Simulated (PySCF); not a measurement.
TDDFT excited states: C4H2F2O2

Species: C4H2F2O2.
SMILES: `C1=COC(=C(F)O1)F`

Theory: TDDFT PBE0/def2-SVPD, vertical, gas phase, core orbitals frozen in the response in PySCF 2.14.0, density-fitted response routines. Isolated species at its GFN2-xTB geometry, gas phase.

Question: List the vertical singlet excitations with oscillator strengths and describe the spectrum.

Answer: 

```json
{"state": "S1", "E (eV)": "4.34", "λ (nm)": "285.4", "f": "0.0002", "|μ| (D)": "0.11", "symmetry": "–", "main configurations (H = HOMO, L = LUMO)": "H→L (99%)"}
{"state": "S2", "E (eV)": "5.26", "λ (nm)": "235.6", "f": "0.014", "|μ| (D)": "0.84", "symmetry": "B1 or B2", "main configurations (H = HOMO, L = LUMO)": "H→L+1 (97%)"}
{"state": "S3", "E (eV)": "5.66", "λ (nm)": "219.2", "f": "0.0008", "|μ| (D)": "0.19", "symmetry": "–", "main configurations (H = HOMO, L = LUMO)": "H→L+2 (84%), H→L+4 (12%)"}
{"state": "S4", "E (eV)": "6.36", "λ (nm)": "194.9", "f": "0.0014", "|μ| (D)": "0.25", "symmetry": "–", "main configurations (H = HOMO, L = LUMO)": "H→L+4 (82%), H→L+2 (13%)"}
{"state": "S5", "E (eV)": "6.62", "λ (nm)": "187.2", "f": "0.0000", "|μ| (D)": "0.00", "symmetry": "–", "main configurations (H = HOMO, L = LUMO)": "H→L+3 (99%)"}
{"state": "S6", "E (eV)": "6.81", "λ (nm)": "181.9", "f": "0.0000", "|μ| (D)": "0.02", "symmetry": "–", "main configurations (H = HOMO, L = LUMO)": "H-1→L (51%), H→L+5 (48%)"}
```

Triplets (Tamm–Dancoff): T1 3.25 eV, H→L (93%); T2 4.57 eV, H-1→L (52%), H→L+5 (44%).

The lowest singlet lies at 4.34 eV (285 nm, ultraviolet) and is dark (f under 0.0005); its leading configuration is HOMO→LUMO (99%). The most intense listed level is S2 at 5.26 eV (236 nm, f = 0.014), 0.92 eV above S1. Löwdin shares by element: HOMO oxygen 41%, carbon 31% or more (atoms not listed hold the other 28%); LUMO carbon 72% (atoms not listed hold the other 28%). Orbital energies (eV): HOMO-3 -11.81, HOMO-2 -11.05, HOMO-1 -8.58, HOMO -6.22, LUMO -0.52, LUMO+1 0.37, LUMO+2 0.85. Weighted by f, the mean energy of these states is 5.37 eV. The oscillator strengths of these states sum to 0.016; summed over the whole spectrum of an exact calculation they would give the number of electrons, 60 (Thomas–Reiche–Kuhn). Symmetry labels in C2v follow from the direction of the transition dipole and are given only for states with f of 0.002 or more; B1 and B2 swap with the choice of axes. Only the lowest 6 singlets were computed, as vertical energies without vibronic structure.
